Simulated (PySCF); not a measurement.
**MBr for M along the 3d metals**

PBE0 with triple-zeta basis sets in PySCF, for the lowest determinant that a PBE0 search found; no spin–orbit coupling. De refers to high-spin ground-configuration atoms. A positive dipole means M(−)Br(+).

| M | basis | state (unpaired electrons) | Re (Å) | ωe (cm⁻¹) | De (eV) | μ (D) |
| --- | --- | --- | --- | --- | --- | --- |
| Sc | def2-TZVPP | triplet (σ ↑, δ ↑) | 2.470 | 305 | 4.29 | -3.99 |
| Ti | def2-TZVPP | quartet (σ ↑, π ↑, δ ↑) | 2.415 | 306 | n/a | -4.08 |
| V | def2-TZVPP | quintet (σ ↑, π ↑↑, δ ↑) | 2.380 | 304 | n/a | -4.85 |
| Cr | def2-TZVPP | sextet (σ ↑, π ↑↑, δ ↑↑) | 2.355 | 294 | 3.35 | -5.64 |
| Mn | def2-TZVPP | septet (σ ↑↑, π ↑↑, δ ↑↑) | 2.390 | 285 | 3.40 | -2.96 |
| Fe | def2-TZVPP | sextet (σ ↑↑, π ↑↑, δ ↑) | 2.333 | 298 | n/a | -2.33 |
| Co | x2c-TZVPPall | triplet (π ↑, δ ↑) | 2.217 | 311 | n/a | -4.74 |
| Cu | x2c-TZVPPall | singlet (closed shell) | 2.182 | 310 | 3.31 | -4.60 |
| Zn | def2-TZVPP | doublet (σ ↑) | 2.307 | 273 | 1.99 | -2.61 |

(1) By what factor does the bond length vary along the series?

The rows differ in basis set, which adds steps of its own.

The state changes along the series, so neighbouring rows are not always alike in their bonding.

De is left out where the level can put another filling of the metal’s s and d shells below the measured ground configuration, by anything from nothing to about 1 eV. The metal atom is held in its measured ground configuration; semilocal functionals can put another filling of s and d lower by some tenths of an eV, and De to that atom would be smaller. Spin–orbit coupling is left out. States were picked by a PBE0 search and need not be the measured ground states. With d or f electrons several states lie close, and the lowest PBE0 determinant need not be the measured ground state.

## Answers

(1) At PBE0 it runs from 2.182 Å (CuBr) to 2.470 Å (ScBr), a factor of 1.13.
